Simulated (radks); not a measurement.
Results of a calculation; reference values are marked as such.
Spherical jellium clusters: N electrons in a uniform positive sphere of charge N and radius rs N^(1/3), rs = 3.97 bohr. Level of theory: non-relativistic Kohn-Sham, exchange-only LDA, spin-polarised, spherical densities (a radial shooting solver with Libxc functionals). Levels are named by radial order and angular momentum (1s, 1p, 1d, 2s, ...), and open shells are averaged over m.

N = 24, configuration 1s2 1p6 1d10 2s2 1f(up 4, down 0). This is the lowest configuration that the search found. Occupied and some empty levels:

level    occupation  eigenvalue (eV)  <r> (bohr)
1s up             1          -4.5424       7.410
1s down           1          -4.3716       6.637
1p up             3          -3.9036       8.532
1p down           3          -3.5726       8.070
1d up             5          -3.0492       9.360
1d down           5          -2.6166       9.103
2s up             1          -2.4723       7.553
2s down           1          -2.2855       7.796
1f up             4          -2.0288       10.12
1f down           0          -1.5388       10.04
2p up             0          -1.3468       9.580
2p down           0          -1.1268       9.634
1g up             0         -0.89279       10.98
2d up             0         -0.39199       12.78
1g down           0         -0.38824       11.16
2d down           0         -0.16329       13.73

Energy (eV): total -25.0832, kinetic 41.881, external -1616.4, Hartree 796.57, exchange-correlation -68.405, background 821.23.
